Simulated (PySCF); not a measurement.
Multinuclear NMR of C$_{5}$H$_{7}$ClO$_{2}$Si

Geometry:
```tsv
atom	x (Å)	y (Å)	z (Å)
O1	0.590	-0.149	2.357
C2	0.071	-0.025	1.270
C3	-1.144	-0.815	0.856
C4	-1.866	-0.178	-0.290
C5	-1.332	0.799	-1.006
O6	-0.110	1.351	-0.825
C7	0.694	0.857	0.242
Si8	2.146	-0.112	-0.601
Cl9	1.326	-1.658	-1.574
H10	-1.799	-0.930	1.724
H11	-0.806	-1.824	0.585
H12	-2.853	-0.540	-0.522
H13	-1.838	1.273	-1.834
H14	1.113	1.731	0.747
H15	2.733	0.813	-1.561
H16	3.070	-0.584	0.420
```

[PySCF 2.14.0 with density-fitted response routines: GIAO PBE0/pcSseg-1 shieldings; GFN2-xTB geometry; a single conformation; no solvent model; non-relativistic]

Q: Where does 29Si resonate?

A: 
```
atoms                   environment  σ (ppm)  δ (ppm)
  Si8  silicon bonded to C, Cl, 2 H    360.4    -16.3
```

Shieldings were converted by a linear fit to measured shifts: 29Si (scatter 8.9 ppm rms, 25.8 ppm with the 6 outliers that the fit left out vs TMS, solution or neat liquid). Occasional misses reach two or three times the rms, and more in compound classes unlike the fitted ones.

On a 600 MHz spectrometer 29Si resonates near 119.2 MHz, so 1 ppm is 119.2 Hz.

Q: What are the 17O shifts?

A: 
```json
{"atoms": "O1", "environment": "ketone oxygen", "σ (ppm)": "-306.8", "δ (ppm)": "546.1"}
{"atoms": "O6", "environment": "ether oxygen", "σ (ppm)": "218.2", "δ (ppm)": "67.9"}
```

Shieldings were converted by a linear fit to measured shifts: 17O: δ = 266.70 − 0.911σ (rms 10.7 ppm, 155 shifts, 12.2 ppm with the 3 outliers that the fit left out vs liquid water, solution or neat liquid). A few per cent of atoms miss by over 2 rms, more outside the fitted compound classes.

On a 300 MHz spectrometer 17O resonates near 40.7 MHz, so 1 ppm is 40.7 Hz.
